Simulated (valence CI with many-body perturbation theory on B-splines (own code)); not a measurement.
**In36+: calculated level list**

Calculated by valence CI with perturbative core correlation (CI+MBPT): three valence electrons over a frozen Dirac-Fock core [Ne], radial functions for each j: 11 s, 11 p, 10 d, 8 f, 5 g, 2 h, with the one-electron correlation potential Σ1, the two-electron term Σ2, the three-electron term Σ3, Breit, model QED; selected CI, second order for the rest, scaled by the run's own slope (own B-spline code, finite nucleus).

No measured spectrum was set against this ion. As an estimate, large intervals hold to a few tenths of a per cent, small ones and those within an open d or f shell to about a per cent.

Levels 1 to 45 of 154, with energies above the lowest level, (3s^2 3p1/2) J=1/2. "Leading %" is the weight of the configuration and term that name the level; weights of strongly mixed levels are sums over their largest components and can fall short. In the jj column 3d3/2^4 stands for four electrons in 3d with j = 3/2.

```csv
No.,Configuration,Term,J,E (eV),Leading %,Second component,g,Leading jj
1,3s²3p,²P°,1/2,0.00,99,,0.659,3s^2 3p1/2 (99 %)
2,3s²3p,²P°,3/2,52.37,98,,1.329,3s^2 3p3/2 (98 %)
3,3s3p²,⁴P,1/2,86.66,72,21 % 3s3p² ²S,2.384,3s 3p1/2^2 (91 %)
4,3s3p²,⁴P,3/2,124.95,94,4 % 3s3p² ²D,1.683,3s 3p1/2 3p3/2 (98 %)
5,3s3p²,⁴P,5/2,134.40,52,45 % 3s3p² ²D,1.401,3s 3p1/2 3p3/2 (93 %)
6,3s3p²,²D,3/2,148.15,67,17 % 3s3p² ²P,0.907,3s 3p1/2 3p3/2 (82 %)
7,3s3p²,²P,1/2,156.64,71,18 % 3s3p² ⁴P,1.155,3s 3p1/2 3p3/2 (88 %)
8,3s3p²,⁴P,5/2,179.49,42,32 % 3s3p² ²D,1.363,3s 3p3/2^2 (73 %)
9,3s²3d,²D,3/2,188.68,79,15 % 3s3p² ²P,0.877,3s^2 3d3/2 (79 %)
10,3s²3d,²D,5/2,205.02,70,22 % 3s3p² ²D,1.221,3s^2 3d5/2 (70 %)
11,3s3p²,²S,1/2,209.42,69,20 % 3s3p² ²P,1.782,3s 3p3/2^2 (94 %)
12,3s3p²,²P,3/2,214.32,65,24 % 3s3p² ²D,1.180,3s 3p3/2^2 (89 %)
13,3p³,²P°,3/2,238.32,33,27 % 3p³ ²D°,1.245,3p1/2^2 3p3/2 (80 %)
14,3s3p3d,⁴F°,3/2,251.81,82,11 % 3s3p3d ²D°,0.520,3s 3p1/2 3d3/2 (91 %)
15,3s3p3d,⁴F°,5/2,257.35,57,19 % 3s3p3d ²D°,1.066,3s 3p1/2 3d3/2 (85 %)
16,3s3p3d,²D°,5/2,270.39,29,24 % 3s3p3d ⁴P°,1.268,3s 3p1/2 3d5/2 (82 %)
17,3s3p3d,⁴D°,1/2,272.99,74,18 % 3s3p3d ²P°,0.320,3s 3p1/2 3d3/2 (91 %)
18,3s3p3d,⁴D°,3/2,273.28,51,27 % 3s3p3d ⁴P°,1.337,3s 3p1/2 3d3/2 (70 %)
19,3s3p3d,⁴F°,7/2,275.40,66,20 % 3s3p3d ⁴D°,1.258,3s 3p1/2 3d5/2 (86 %)
20,3p³,⁴S°,3/2,276.54,45,26 % 3s3p3d ²D°,1.376,3p1/2 3p3/2^2 (56 %)
21,3s3p3d,⁴P°,5/2,279.84,29,24 % 3p³ ²D°,1.282,3s 3p1/2 3d5/2 (69 %)
22,3s3p3d,²F°,5/2,296.38,60,37 % 3p³ ²D°,0.989,3p1/2 3p3/2^2 (37 %)
23,3p³,²P°,1/2,299.37,83,15 % 3s3p3d ²P°,0.661,3p1/2 3p3/2^2 (83 %)
24,3p³,²D°,3/2,303.75,32,25 % 3s3p3d ²D°,1.070,3p1/2 3p3/2^2 (38 %)
25,3s3p3d,⁴F°,9/2,312.90,100,,1.329,3s 3p3/2 3d5/2 (100 %)
26,3s3p3d,⁴D°,5/2,313.90,57,14 % 3s3p3d ⁴F°,1.303,3s 3p3/2 3d3/2 (83 %)
27,3s3p3d,⁴P°,3/2,313.96,44,39 % 3s3p3d ⁴D°,1.406,3s 3p3/2 3d3/2 (95 %)
28,3s3p3d,⁴P°,1/2,314.49,89,11 % 3s3p3d ⁴D°,2.369,3s 3p3/2 3d3/2 (97 %)
29,3s3p3d,⁴D°,7/2,315.15,62,28 % 3s3p3d ⁴F°,1.342,3s 3p3/2 3d3/2 (57 %)
30,3s3p3d,²D°,3/2,325.02,30,26 % 3s3p3d ²P°,1.246,3s 3p3/2 3d5/2 (74 %)
31,3s3p3d,²D°,5/2,327.75,48,34 % 3s3p3d ⁴P°,1.319,3s 3p3/2 3d5/2 (92 %)
32,3s3p3d,²D°,3/2,333.91,57,18 % 3p³ ²P°,1.046,3s 3p3/2 3d3/2 (64 %)
33,3s3p3d,²F°,7/2,337.21,94,5 % 3s3p3d ⁴D°,1.153,3s 3p3/2 3d5/2 (71 %)
34,3s3p3d,²F°,5/2,344.49,78,12 % 3s3p3d ²D°,0.921,3s 3p3/2 3d3/2 (88 %)
35,3s3p3d,²P°,1/2,345.77,80,15 % 3s3p3d ⁴D°,0.621,3s 3p3/2 3d3/2 (64 %)
36,3s3p3d,²F°,7/2,347.32,82,13 % 3s3p3d ⁴D°,1.180,3s 3p3/2 3d5/2 (84 %)
37,3s3p3d,²P°,1/2,353.96,84,14 % 3p³ ²P°,0.668,3s 3p3/2 3d5/2 (62 %)
38,3s3p3d,²P°,3/2,358.67,84,7 % 3s3p3d ²D°,1.298,3s 3p3/2 3d5/2 (92 %)
39,3s3p3d,²D°,5/2,360.14,67,17 % 3s3p3d ²F°,1.129,3s 3p3/2 3d5/2 (84 %)
40,3p²3d,⁴F,3/2,362.47,45,23 % 3p²3d ²D,0.733,3p1/2^2 3d3/2 (96 %)
41,3p³,²P°,3/2,369.61,32,22 % 3p³ ²D°,1.144,3p3/2^3 (57 %)
42,3p²3d,⁴F,5/2,379.14,29,26 % 3p²3d ⁴D,1.182,3p1/2^2 3d5/2 (88 %)
43,3p²3d,²F,5/2,400.49,57,32 % 3p²3d ⁴F,0.920,3p1/2 3p3/2 3d3/2 (88 %)
44,3p²3d,⁴F,3/2,405.40,36,35 % 3p²3d ²P,0.966,3p1/2 3p3/2 3d3/2 (94 %)
45,3p²3d,²F,7/2,407.05,38,30 % 3p²3d ²G,1.093,3p1/2 3p3/2 3d3/2 (80 %)
```

The ionisation energy to 3s² ¹S0 of the next ion comes out as 2396.6 eV (NIST: 2373 ± 11 eV (semi-empirical), further off than twice its uncertainty). All 154 levels together are meant to be complete up to 1172.49 eV.
